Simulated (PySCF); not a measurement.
**C5H5N3O: full NMR table**

```yaml
Formula: C5H5N3O
SMILES: CC(=O)c1cnncn1
Point_group_of_the_computed_structure: C1
Degrees_of_unsaturation: 5
Carbon_signals: 5
Proton_signals: 3
```

Atom-mapped SMILES (the numbers label the heavy atoms): `[CH3:1][C:2](=[O:3])[c:4]1[cH:5][n:6][n:7][cH:8][n:9]1` (H(Xn): hydrogen on atom n).

[PySCF 2.14: geometry from GFN2-xTB; shielding tensors at PBE0/pcSseg-1 (GIAO); equivalent nuclei averaged; in vacuum; non-relativistic; one conformer]

Scale: TMS for 1H and 13C; NH3 for 15N; 17O vs H2O (reference shieldings calculated alike).

| carbon | δC, type | δH (multiplicity) | HMBC from (2–3 bonds) | span of the C tensor (ppm) |
| --- | --- | --- | --- | --- |
| C1 | 28.9, CH3 | 3.03 (s) | – | 53 |
| C2 | 210.0, C | – | H(C5), H(C1) | 209 |
| C4 | 145.4, C | – | H(C8), H(C5), H(C1) | 220 |
| C5 | 148.4, CH | 9.96 (s) | – | 245 |
| C8 | 161.8, CH | 10.15 (s) | – | 216 |

Other nuclei:
```
atoms  nucleus                  environment  δ (ppm)  σ (ppm)
   N6      15N  pyridine-type ring nitrogen    495.3   -227.6
   N7      15N  pyridine-type ring nitrogen    458.9   -191.1
   N9      15N  pyridine-type ring nitrogen    309.3    -41.6
   O3      17O                ketone oxygen    710.9   -374.8
```

1. Carbon types of the structure: 2 × C, 2 × CH, 1 × CH3, which accounts for all hydrogens.
2. δC 210.0: ketone carbonyl carbon; the double bond to the heteroatom, with no lone-pair donor beside it, deshields it most.
3. δC 161.8: aromatic CH between two ring heteroatoms.
4. δC 148.4: aromatic CH next to a ring nitrogen; the adjacent pyridine-type nitrogen withdraws density from it.
5. δH 10.15: hydrogen on an aromatic CH between two ring heteroatoms; the ring current deshields protons in the ring plane.
6. δH 9.96: hydrogen on an aromatic CH next to a ring nitrogen; ring current plus the neighbouring ring nitrogen.

Shifts are as computed. Against solution values, carbons near 30 ppm lie about +3 ppm off and those near 130 ppm about +5 ppm. Of 1211 compounds with measured shifts, 218 miss one by over three times the rms of a fit or turn the order of signals round; such compounds aren't used in these exercises. Unscaled 17O shifts of doubly bonded oxygen tend to come out too high, by tens of ppm or more. Experimental scales use liquid or dissolved standards, which lie at an offset from isolated NH3 (liquid NH3: subtract about 20 ppm) and H2O (liquid H2O: subtract about 36 ppm). Unscaled 15N shifts of sp2 nitrogen come out 20 to 40 ppm too high even then. Multiplicities follow the n + 1 count of equivalent neighbours, as no J values were calculated; m marks all less simple cases, F and P coupling included.
